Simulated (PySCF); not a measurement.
## Ionisation energy of Yb⁵⁵⁺ by level of theory

Yb⁵⁵⁺ [Ne] 3s2 3p3 (4S) → Yb⁵⁶⁺ [Ne] 3s2 3p2 (3P), as a difference of total energies. Calculation: PySCF 2.14, in an even-tempered Gaussian basis (16 s from 14 bohr⁻², ratio 2.5; 10 p from 18 bohr⁻², ratio 2.5; 4 d from 72 bohr⁻², ratio 2.7; 4 f from 110 bohr⁻², ratio 2.7); no relativity, point nucleus. Correlated levels: outer shells: 1s2 frozen; virtual orbitals above 40 to 60 times the deepest correlated orbital energy dropped. The calculations carry no spin-orbit coupling.

```csv
method,ionisation energy (eV)
UHF,5280.1
MP2 (outer shells),5280.1
SCS-MP2 (outer shells),5279.7
CCSD (outer shells),5279.5
CCSD(T) (outer shells),5279.5
```

Spin-orbit coupling is strong in these open shells (close to jj coupling). The scalar numbers leave it out and a first-order estimate fails, so it can dominate the gap to the real levels.

The ground level that NIST lists for one species does not belong to the high-spin term computed here, so part of any gap is the choice of state.

The gap to the reference is mostly relativistic.

For comparison: 5339 ± 5 eV (theoretical estimate listed by NIST; NIST Atomic Spectra Database, ionization energies).
